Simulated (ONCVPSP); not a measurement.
## PBE ONCV dataset for Cs, fully relativistic all-electron reference.

* Element: caesium
* Generator: ONCVPSP 4.0.1
* Type: optimised norm-conserving Vanderbilt (ONCV)
* Functional: PBE
* Relativity: fully relativistic
* Frozen core: [Kr] 4d10
* Valence charge: 9
* Reference configuration: 5s2 5p6 6s1
* Partial waves: 5s+6s: rc 3.00 bohr, ncon 5, nbas 9, qcut 3.9 1/bohr, 2 projectors; 5p: rc 3.42 bohr, ncon 4, nbas 9, qcut 4 1/bohr, 2 projectors, debl 0.8 Ha; d scattering state at 0.3 Ha: rc 2.40 bohr, ncon 4, nbas 8, qcut 3.4 1/bohr, 3 projectors, debl 3 Ha
* Local potential: polynomial inside 2.05 bohr (lpopt 2, dvloc0 -1 Ha)
* Core correction: none

Open shells are filled in proportion to 2j + 1.

In the d channel the program set the typed energies aside and used 0.050, 3.050, 6.050 Ha (j = l + 1/2; the other j can differ).

Poles of the logarithmic derivatives, all-electron (AE) and pseudo (PS). s: poles at -0.9, 1.8 (AE) and -0.9, 1.7, 3.4 (PS) Ha. p3/2: poles at -0.4, 1.6, 4.7 (AE) and -0.4, 1.6, 3.6 (PS) Ha. p1/2: poles at -0.5, 1.5, 4.5 (AE) and -0.5, 1.5, 3.6 (PS) Ha. d5/2: poles at 1.5 (AE) and 1.5 (PS) Ha. d3/2: poles at 1.4 (AE) and 1.4 (PS) Ha. Test radii: s 3.05, p3/2 3.48, p1/2 3.48, d5/2 2.43, d3/2 2.43 bohr.

* Cutoffs needed: 5.4 Ha and 7.0 Ha (the cutoffs (Ha) at which the residual kinetic energy of the hardest occupied pseudo-wave falls to 1 and 0.1 mHa per electron) The cutoffs count occupied waves only; projector 3 of the d channel, the hardest unoccupied one, needs 19 Ha at the loose tolerance.
* Ghost test: no bound ghost flagged; no localised positive-energy state flagged
* Largest excitation error: -66 meV (all-electron minus pseudo) for 5s1 5p6 6s1, out of 4 test configurations
